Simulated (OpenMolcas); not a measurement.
**Ar²⁺: effect of the basis set**

```
Program             : OpenMolcas
Method              : SS-RASPT2, IPEA 0.25 Eh, imaginary shift 0.1 Eh (closed shells correlated: 2s 2p)
Active space        : 6 electrons in 9 orbitals (RAS2 3s 3p; RAS3 3d, at most 2 electrons)
State averaging     : 2S+1 = 3 even, 3 roots; 2S+1 = 1 even, 7 roots; 2S+1 = 3 odd, 3 roots; 2S+1 = 1 odd, 3 roots
Spin-orbit coupling : RASSI with atomic mean-field integrals over the reference wave functions, term energies averaged over their components
```

A. ANO-RCC-VTZP [5s4p2d1f], DKH2, point nucleus; CASPT2 step about 8 core-seconds
B. ANO-R2 [5s4p3d1f], X2C, finite nucleus; CASPT2 step roughly 12 core-seconds
C. ANO-RCC-VQZP [6s5p3d2f1g], DKH2, point nucleus; CASPT2 step about 13 core-seconds
D. ANO-RCC [8s7p5d4f2g], DKH2, point nucleus; CASPT2 step about 29 core-seconds

Energies in cm-1 above 3s2 3p4 3P2, the measured ground level; measured values from Saloman, J. Phys. Chem. Ref. Data 39, 033101 (2010).

```json
{"Level": "3s2 3p4 3P2", "A": "0.0", "B": "0.0", "C": "0.0", "D": "0.0", "Measured": "0.0"}
{"Level": "3s2 3p4 3P1", "A": "998", "B": "1000", "C": "1006", "D": "1006", "Measured": "1112"}
{"Level": "3s2 3p4 3P0", "A": "1425", "B": "1427", "C": "1435", "D": "1434", "Measured": "1570"}
{"Level": "3s2 3p4 1D2", "A": "14580", "B": "14500", "C": "14190", "D": "14090", "Measured": "14010"}
{"Level": "3s2 3p4 1S0", "A": "33920", "B": "33870", "C": "33400", "D": "33300", "Measured": "33266"}
{"Level": "3s 3p5 3P* 2", "A": "116530", "B": "115410", "C": "116220", "D": "115790", "Measured": "113801"}
{"Level": "3s 3p5 3P* 1", "A": "117430", "B": "116310", "C": "117130", "D": "116690", "Measured": "114797"}
{"Level": "3s 3p5 3P* 0", "A": "117900", "B": "116780", "C": "117600", "D": "117160", "Measured": "115328"}
```

Deviations, from unrounded energies. A percentage is the sum of absolute deviations over the sum of measured energies, with the sign that they share, or ± where signs differ.

```
                        Against measurement  Levels     A     B     C     D
             mean absolute deviation (cm-1)       7  1300   850  1100   870
      fine structure of the ground term (%)       2  -9.7  -9.5  -9.0  -9.1
other terms of the ground configuration (%)       2  +2.6  +2.3  +0.7  +0.3
                   other configurations (%)       3  +2.3  +1.3  +2.0  +1.7
```

B, D lie about equally close to measurement and A furthest from it. The largest miss of B in the table is 3s 3p5 3P* 2, by +1600 cm-1. The ranking rests on the paired levels alone, and a cruder setting can come out closer through cancelling errors.

Among A to D the level of the table that moves most is 3s 3p5 3P* 0, by 1100 cm-1 (lowest in B, highest in A). Moves below CASPT2's spread within the term are not significant.

CASPT2 does not keep the components of a term degenerate, so their means are used; among the terms shown or strongly mixed into the levels shown the widest spread is 25 cm-1 (3s2 3p4 1D, D). Some terms mix strongly with configurations of 3d, whose occupation reaches 0.24 (3s 3p5 3P*) (figures for A; the like holds for B, C, D). Active for correlation alone: 3d; no level in the range computed is led by a configuration that fills it, so any true level of that kind is missing (holds for A; C). The run also gave levels led by 3s 3p4 3d, which use shells meant for correlation; these and all levels above them are left out (holds for B). The run also gave levels led by 3s 3p4 3d, 3s2 3p3 3d, which use shells meant for correlation; these and all levels above them are left out (holds for D). Computed and measured levels are paired by configuration, term and J; levels that our copy of the source lacks, or whose pairing is in doubt (as where it misses far off the trend of its configuration), stay unpaired and out of the deviations. Levels of configurations outside the active space are missing. Levels that lie high or do not pair safely by name in every column are left out.

* marks odd parity.
